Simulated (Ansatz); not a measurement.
**A ladder of methods for C2HBF2 (SMILES C#CB(F)F)**

C2HBF2 has 6 atoms, charge 0, and is taken as a singlet. SMILES: `C#CB(F)F`. Geometry: optimised at B3LYP/def2-SVP.

```xyz
6

C    -0.8901    0.4542    1.2623
C    -0.2182    0.1063    0.3106
B     0.6260   -0.3313   -0.8841
F     0.1587   -1.1842   -1.7764
F     1.8499    0.1294   -1.0626
H    -1.4843    0.7617    2.1041
```

Each level gives the adiabatic electron affinity (to the doublet anion, shapes relaxed at B3LYP/def2-SVP, no zero-point term) (eV). The values are calculated.

The electron affinity is E(neutral) − E(anion): positive where the electron is bound.

```csv
level,kind,program,value (eV),less CCSD(T)/def2-SVP
PBE/def2-SVP,GGA,Ansatz,-0.29,+0.63
r2SCAN/def2-SVP,meta-GGA,Ansatz,-0.24,+0.68
B3LYP/def2-SVP,global hybrid,Ansatz,-0.34,+0.58
CAM-B3LYP/def2-SVP,range-separated hybrid,Ansatz,-0.42,+0.50
B2PLYP/def2-SVP,double hybrid,Ansatz,-0.65,+0.27
RPA@PBE/def2-SVP,RPA,Ansatz,-0.62,+0.30
MP2/def2-SVP,perturbation theory,Ansatz,-1.28,-0.36
CCSD(T)/def2-SVP,coupled cluster or CI,Ansatz,-0.92,0.00
```

CCSD(T)/def2-SVP is the highest level here, not the true value. The values span -1.28 to -0.24 eV. Spin contamination of the reference (⟨S²⟩ at least 0.1 too high) touches MP2/def2-SVP, CCSD(T)/def2-SVP. Negative values mean that the anion is unbound at that level; they are set by how diffuse the basis is and aren't properties of the molecule.
